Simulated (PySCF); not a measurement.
Cost of one run: geometry optimisation, `C#CBC=C`.

Method: PBE0-D3(BJ)/def2-SVP geometry optimisation, gas phase (PySCF 2.14.0). Work: geometry optimisation from a GFN2-xTB start shaken at random, density fitting. The command runs a driver script over a list of jobs; the input below is this job's line of settings and its coordinates in Å.

Command:
```bash
OMP_NUM_THREADS=1 python probes_run.py task.json out
```

Input:
```
{"job": {"xc": "PBE0", "basis": "def2-SVP", "d3": "d3bj", "grid": 1, "shake": 0.01, "kind": "geom"}, "charge": 0, "multiplicity": 1}
C      2.334580    -0.693830     0.526680
C      1.428060     0.096960     0.224550
B      0.322080     1.066030    -0.152130
C     -1.084110     0.568980    -0.297440
C     -1.491420    -0.710500    -0.142570
H      3.081080    -1.331610     0.779010
H      0.622490     2.194930    -0.313220
H     -1.878680     1.287640    -0.550700
H     -0.769730    -1.462000     0.135030
H     -2.513930    -1.037540    -0.230290
```

Hardware: one thread of an Arm Neoverse V1, no GPU, shared host with 32 logical CPUs at a one-minute load of 46. PySCF's memory limit was set to 1760 MB.

Question: How large is the basis?

Answer: 95 functions.

Question: Estimate the wall time.

Answer: About 22 s. The run took 8 energy-and-gradient evaluations and 56 SCF cycles, 2.8 s an evaluation on average.

Question: How much memory does it need at the peak?

Answer: About 0.37 GiB. Peak memory is the resident size of the whole Python process, interpreter and libraries included.

Times come from a shared host and carry two figures at best.

The run converged: final energy -179.82963 Eh after 7 steps; dipole 1.34 D.
